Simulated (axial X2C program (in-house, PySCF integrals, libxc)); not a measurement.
# SnTe⁻: from the spin-free to the two-component result

Calculated with an in-house all-electron X2C program for linear molecules (integrals from PySCF). Spin-free means the one-electron spin-free X2C Hamiltonian; two-component (2c) means X2C with spin–orbit coupling and atomic mean-field two-electron Coulomb and Gaunt terms, so the difference of the two also holds small scalar two-electron terms. Basis: Te dyall-acv3z [12s13p9d5f1g], Sn dyall-acv3z [12s13p10d5f1g] (cores contracted in-house); Gaussian nuclei, density fitting, unrestricted open shells. Masses: Te 129.906 u, Sn 119.902 u.

Spin-free state: M_S = 1/2, Λ = 1 (beyond evenly filled blocks: π+α); fragments Te- + Sn.

| level | Re (Å) | ωe (cm⁻¹) | De (eV) | μ (D) |
| --- | --- | --- | --- | --- |
| PBE0 | 2.640 | 217.1 | 3.110 | 0.84 |
| M06 | 2.666 | 212.0 | 3.325 | 0.48 |

Dipoles are positive if Sn is the positive end and refer to the centre of mass.

**Question.** Within this multiplet, which Ω should lie lowest by the rule for regular and inverted multiplets?

**Answer.** The open π shell holds one electron, so the multiplet is regular: Ω = Λ − 1/2 = 1/2. The PBE0 2c search agrees.

Two-component determinant lowest at the distance of the search:

Ω = 1/2 (⟨Sz⟩ = -0.49, ⟨Lz⟩ = 0.99 at PBE0); fragments Te- + Sn.

```
level  Re (Å)  ωe (cm⁻¹)  μ (D)
 PBE0   2.646      214.1   0.85
  M06   2.673      209.0   0.55
```

**Question.** From the two tables, how do the constants change at the PBE0 level (2c against spin-free)?

**Answer.** At the PBE0 level Re increases by 0.006 Å and ωe drops by 3.0 cm⁻¹.

The state is one determinant whose occupation by symmetry is held fixed; it was picked as the lowest of a PBE0 search that is not exhaustive. De is counted from the lowest determinant-based energies of the atoms at the same level, without counterpoise correction. De is not given where an atomic determinant may have missed its ground term or J level, or where the truncated virtual space spoils (T). Density functionals use the spin component along the axis (collinear). The functionals have no current-density term, which raises determinants with orbital currents, atoms included. The highest occupied level of some functionals is positive through self-interaction error; at Hartree–Fock it is bound. The determinant is spin-polarised beyond a pure state at some levels (its spin-free form has ⟨S²⟩ too high), which makes Re and μ there less reliable.
